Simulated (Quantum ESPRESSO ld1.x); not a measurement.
Task: Radial electron density D(r) = 4 pi r^2 rho(r) of an atom or ion with 67 electrons. Method: Dirac Kohn-Sham, Slater X-alpha with alpha = 1, spin-unpolarised, spherical densities, point nucleus; computed with ld1.x of Quantum ESPRESSO 7.5.

| r (bohr) | D(r) (e/bohr) |
|---|---|
| 0.001164 | 6.929 |
| 0.001356 | 8.789 |
| 0.001578 | 11.10 |
| 0.001837 | 13.95 |
| 0.002139 | 17.43 |
| 0.00249 | 21.63 |
| 0.002899 | 26.64 |
| 0.003374 | 32.50 |
| 0.00396 | 39.62 |
| 0.00461 | 47.22 |
| 0.005367 | 55.48 |
| 0.006248 | 64.12 |
| 0.007274 | 72.71 |
| 0.008468 | 80.69 |
| 0.009858 | 87.39 |
| 0.01148 | 92.15 |
| 0.01336 | 94.44 |
| 0.01555 | 94.07 |
| 0.01811 | 91.44 |
| 0.02108 | 87.66 |
| 0.02454 | 84.49 |
| 0.02857 | 83.95 |
| 0.03326 | 87.68 |
| 0.03872 | 95.97 |
| 0.04507 | 107.1 |
| 0.05247 | 117.4 |
| 0.06108 | 122.4 |
| 0.07111 | 119.5 |
| 0.08279 | 109.9 |
| 0.09715 | 98.51 |
| 0.1131 | 93.71 |
| 0.1317 | 97.95 |
| 0.1533 | 106.8 |
| 0.1784 | 110.2 |
| 0.2077 | 100.5 |
| 0.2418 | 80.00 |
| 0.2815 | 60.04 |
| 0.3277 | 51.48 |
| 0.3816 | 54.90 |
| 0.4442 | 60.87 |
| 0.5171 | 59.66 |
| 0.602 | 49.61 |
| 0.7008 | 36.11 |
| 0.8159 | 25.03 |
| 0.9498 | 18.25 |
| 1.106 | 14.31 |
| 1.287 | 11.19 |
| 1.499 | 8.025 |
| 1.745 | 5.079 |
| 2.031 | 2.849 |
| 2.383 | 1.451 |
| 2.775 | 0.8089 |
| 3.23 | 0.5117 |
| 3.76 | 0.3379 |
| 4.378 | 0.2026 |
| 5.096 | 0.1003 |
| 5.933 | 0.03886 |
| 6.907 | 0.01136 |
| 8.041 | 0.002424 |
| 9.36 | 0.0003638 |

What is the nuclear charge?

Result: Z = 68. The innermost maximum, from 1s, lies near gamma/Z bohr with gamma = sqrt(1 - (Z/c)^2) = 0.868, here 0.0128 bohr (found: 0.0141), and its height grows with Z. The density is that of the erbium ion Er+ in [Xe] 4f12 6s1; the configuration itself is not fixed sharply by these data, and Z only to a few units. D(r) has 4 maxima, at r = 0.0141, 0.0626, 0.173, 0.470 bohr, and minima at 0.0272, 0.113, 0.333 bohr, inside which lie 2.02, 11.12, 29.60 electrons.
